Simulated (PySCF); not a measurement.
**Dipole response of Cd⁴⁷⁺ (cadmium, charge +47)**

1s1, 2S determinant. Calculation: PySCF 2.14, in an even-tempered Gaussian basis (17 s from 90 bohr⁻², ratio 2.2; 7 p from 140 bohr⁻², ratio 2.4; 4 d from 410 bohr⁻², ratio 2.4; 3 f from 610 bohr⁻², ratio 2.4; 3 g from 920 bohr⁻², ratio 2.4); the spin-free X2C one-electron Hamiltonian (Gaussian nucleus). Coupled (time-dependent) response in atomic units; α is the mean over directions.

```json
{"method": "UHF", "mean α (bohr³)": "7.416e-07", "C₆ (like pair)": "4.198e-10", "S(−4)": "7.700e-13"}
```

S(−4) is the Cauchy moment in α(ω) = α(0) + S(−4) ω² + …

α(iu) at UHF:

```
u (hartree)  α(iu) (bohr³)
          0      7.416e-07
        100      7.340e-07
        200      7.121e-07
        400      6.372e-07
        600      5.439e-07
        800      4.533e-07
       1000      3.751e-07
       1500      2.378e-07
       2000      1.592e-07
       3000      8.304e-08
       5000      3.331e-08
```

A single London oscillator, α(iu) = α/(1 + u²/ω²), gives C₆ = (3/4) ω α². Matching the computed C₆ needs ω = 4 × 4.198e-10 / (3 × 7.416e-07²) = 1020 hartree.

For a non-relativistic one-electron ion the exact value is 9/(2Z⁴) = 8.477e-07 bohr³; Hartree-Fock is exact here up to the basis and relativity.

For an ion, C₆ is the dispersion term alone; charge-induced terms of lower order in 1/R come first.
